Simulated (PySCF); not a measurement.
An unknown shows these calculated signals:

¹H NMR (600 MHz, computed): δ 6.29 (t, J = 88.2 Hz, 1H), 5.45 (br s, 1H), 5.02 (br s, 2H), 4.77 (br, 2H).

¹³C{¹H} NMR (computed): δ 118.2 (CH, t, J = 319.9 Hz).

PySCF 2.14.0 with density-fitted response routines calculation with σ from GIAO-PBE0/pcSseg-1, coordinates at the PBE0-D3(BJ)/def2-SVP level and couplings computed with B3LYP/pcJ-1 (spin–dipole term only in couplings to heteroatoms); equivalent nuclei averaged, no relativistic terms, no solvent model, one computed conformer.

Shifts are taken against calculated references (same method and geometry level): TMS for ¹H, ¹³C.

Which of these does the molecule contain: an amide, a tert-butyl group, a Si–H bond, an NH or NH2 group?

## Answers


- An amide: no.
- A tert-butyl group: no.
- A Si–H bond: no.
- An NH or NH2 group: yes (δH 5.02 (br s)).

The data belong to `FC(F)OB1NBNBN1`, CH$_{6}$B$_{3}$F$_{2}$N$_{3}$O; they needn't prove each group on their own.

Carbon signals by region: 1 in the sp2 and nitrile region (100–160 ppm).

OH and NH positions are those of a molecule without intermolecular hydrogen bonds; in solution they move with solvent, concentration and temperature, and exchange usually removes their couplings. Hydrogens on boron are broadened and split by ¹¹B (spin 3/2, 80 %) and 10B (spin 3). Common functionals overestimate the size of one-bond C–F couplings by tens of Hz; these are unscaled. Splittings below 1 Hz are ignored in the labels, and close J values are merged. Couplings among chemically equivalent protons are left out too, so labels in AA′BB′ or AA′XX′ sets are apparent multiplicities. Shifts are as computed. Against solution values, carbons near 30 ppm lie about +2 ppm off and those near 130 ppm about +5 ppm. Of 1313 compounds with measured shifts, 239 miss one by over three times the rms of a fit or turn the order of signals round; such compounds aren't used in these exercises. Couplings to exchangeable protons are dropped.
